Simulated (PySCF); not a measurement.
## Spinor energies of Ti²⁺ (titanium, charge +2)

Start: [Ar] 3d1 4s1; 3d5/2 filled at m_j = +5/2; 4s1/2 filled at m_j = +1/2. Calculated with PySCF 2.14 in x2c-TZVPall-2c: generalised Hartree-Fock with the X2C-1e Hamiltonian and a Gaussian nucleus; one run each with spin-orbit coupling (SO) switched off, then screened by Boettger's factors. This is a chosen level, not necessarily the ground level.

```
spinor shell  electrons  ε, spin-free (eV)  ε, screened SO (eV)  weight of nominal j (screened SO)  rms radius, screened SO (bohr)
       1s1/2          2            -5041.2              -5041.2                              1.000                          0.0804
       2s1/2          2            -613.39              -613.39                              1.000                           0.350
       2p1/2          2            -508.99              -512.87                              0.997                           0.318
       3s1/2          2            -101.91              -101.92                              1.000                            1.06
       3p3/2          4            -71.221              -71.563                              0.874                            1.15
       3p1/2          2            -71.221              -70.558                              0.749                            1.15
       3d5/2          1            -33.435              -33.413                              1.000                            1.43
       4s1/2          1            -21.985              -21.986                              1.000                            3.15
```

Q: Where does 2p3/2 lie, and what is the 2p spin-orbit splitting (screened SO)?

A: At -507.10 eV, 5.768 eV above 2p1/2.

```tsv
quantity	spin-free	screened SO
E (hartree)	-851.88151	-851.88727
M_J	3	3
⟨J²⟩	12.005	12.005
⟨L²⟩	6.004	6.005
⟨S²⟩	2.001	2.001
```

Each row is a mean over spinors that exchange with the open shell spreads, by up to 5.462 eV (3p3/2).

Rows whose weight is well below 1 are mixtures of j = l ± 1/2: exchange outweighs spin-orbit coupling there, and the label is only the starting occupation.

Without spin-orbit coupling the j labels of p, d and f shells carry no meaning; the spin-free column gives the mean over the occupied spinors of each nl shell.
